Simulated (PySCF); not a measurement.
A PySCF script (with the pyscf-properties extension) for the NMR shieldings of `CC(=O)N(C)[SiH2]CC#N`, C5H10N2OSi, on a GFN2-xTB geometry:

```python
import basis_set_exchange as bse
import numpy as np
from pyscf import gto, dft
from pyscf.prop import nmr

atoms = """
C    -2.053927    1.031935   -0.814946
C    -0.959663    0.639324    0.121727
O    -0.459762    1.395624    0.957406
N    -0.435904   -0.588241    0.099239
C    -0.835702   -1.627946   -0.808527
Si    0.903501   -0.529247    1.262208
C     2.274187    0.639607    0.595327
C     2.068043    0.821545   -0.803765
N     1.851150    0.931284   -1.923046
H    -2.906176    0.363986   -0.704938
H    -1.688669    0.958638   -1.838096
H    -2.358341    2.054466   -0.611356
H    -0.620154   -1.343448   -1.841363
H    -1.903552   -1.837551   -0.714246
H    -0.277930   -2.529338   -0.568942
H     0.501921   -0.290445    2.636725
H     1.410021   -1.906949    1.113606
H     3.262947    0.215848    0.765421
H     2.218206    1.610159    1.085271
"""
names = dict.fromkeys(["C", "O", "N", "Si", "H"], "pcSseg-1")
basis = {el: gto.basis.parse(bse.get_basis(n, elements=[el], fmt="nwchem")) for el, n in names.items()}
mol = gto.M(atom=atoms, basis=basis, charge=0, verbose=0)
mf = dft.RKS(mol, xc="PBE0")
mf.grids.level = 2
mf.grids.alignment = dft.numint.BLKSIZE   # the property module wants whole blocks of grid points
mf.conv_tol = 1e-9
mf.kernel()

calc = nmr.RKS(mf)   # GIAO
C = mf.mo_coeff
Co = C[:, mf.mo_occ > 0]
resp = mf.gen_response(singlet=True, hermi=2)
def vind(x):   # induced exchange potential for any number of trial vectors
    d = np.einsum("pi,xij,qj->xpq", C, 2 * x.reshape(-1, C.shape[1], Co.shape[1]), Co, optimize=True)
    return np.einsum("xpq,pi,qj->xij", resp(d - d.transpose(0, 2, 1)), C, Co, optimize=True).ravel()
mo1, _ = nmr.rhf.solve_mo1(calc, with_cphf=vind)
sigma = calc.kernel(mo1)
for i, s in enumerate(sigma):   # ppm
    w = np.linalg.eigvalsh((s + s.T) / 2)
    print("%2d %-2s iso %8.1f  s11 %8.1f  s22 %8.1f  s33 %8.1f" % (i, mol.atom_pure_symbol(i), w.mean(), *w))
```

Problem. What are the results?

Solution. 
```
 0 C  iso    167.1  s11    155.0  s22    156.7  s33    189.5
 1 C  iso      0.9  s11    -63.8  s22    -33.2  s33     99.8
 2 O  iso    -99.0  s11   -316.8  s22   -189.5  s33    209.2
 3 N  iso    132.6  s11     23.1  s22    154.6  s33    220.2
 4 C  iso    154.6  s11    137.2  s22    143.4  s33    183.2
 5 Si iso    396.4  s11    349.2  s22    388.4  s33    451.7
 6 C  iso    186.0  s11    171.4  s22    185.2  s33    201.5
 7 C  iso     63.4  s11    -53.5  s22    -46.1  s33    289.7
 8 N  iso    -24.6  s11   -196.0  s22   -181.6  s33    303.9
 9 H  iso     29.6  s11     25.3  s22     28.8  s33     34.7
10 H  iso     29.3  s11     25.7  s22     28.6  s33     33.6
11 H  iso     29.4  s11     25.0  s22     27.8  s33     35.5
12 H  iso     28.5  s11     24.4  s22     27.0  s33     34.1
13 H  iso     28.8  s11     24.6  s22     26.9  s33     35.1
14 H  iso     28.7  s11     23.7  s22     27.9  s33     34.4
15 H  iso     26.7  s11     23.4  s22     24.1  s33     32.5
16 H  iso     27.4  s11     23.9  s22     26.2  s33     32.1
17 H  iso     30.3  s11     25.4  s22     27.5  s33     38.0
18 H  iso     29.5  s11     25.8  s22     26.4  s33     36.3
```

These numbers come from an equivalent density-fitted implementation of the same equations, which agrees with the script to about 0.01 ppm for H and up to a few tenths of a ppm for heavy atoms, so last digits may differ.

Problem. Turn these shieldings into chemical shifts. Shifts are taken against calculated references (same method and geometry level): ¹³C (σ = 186.93 ppm), ²⁹Si (σ = 349.16 ppm), ¹H (σ = 31.72 ppm) against TMS; ¹⁷O (σ = 336.08 ppm) against H2O; ¹⁵N (σ = 267.73 ppm) vs NH3.

Solution. Averaging equivalent atoms: C 1: 186.0; C 7: 123.6; C 4: 32.3; C 0: 19.9; C 6: 0.9; O 2: 435.1; N 8: 292.3; N 3: 135.1; Si 5: -47.2; H 15/16: 4.69; H 12/13/14: 3.05; H 9/10/11: 2.28; H 17/18: 1.82 ppm. Unscaled 17O shifts of doubly bonded oxygen tend to come out too high, by tens of ppm or more. Experimental scales use liquid or dissolved standards, which lie at an offset from isolated NH3 (liquid NH3: subtract about 20 ppm) and H2O (liquid H2O: subtract about 36 ppm). Unscaled 15N shifts of sp2 nitrogen come out 20 to 40 ppm too high even then.

Size and cost of the density-fitted run: 210 basis functions, 120 s wall time on 1 thread of an AMD EPYC, shared host; peak memory 1 GiB.
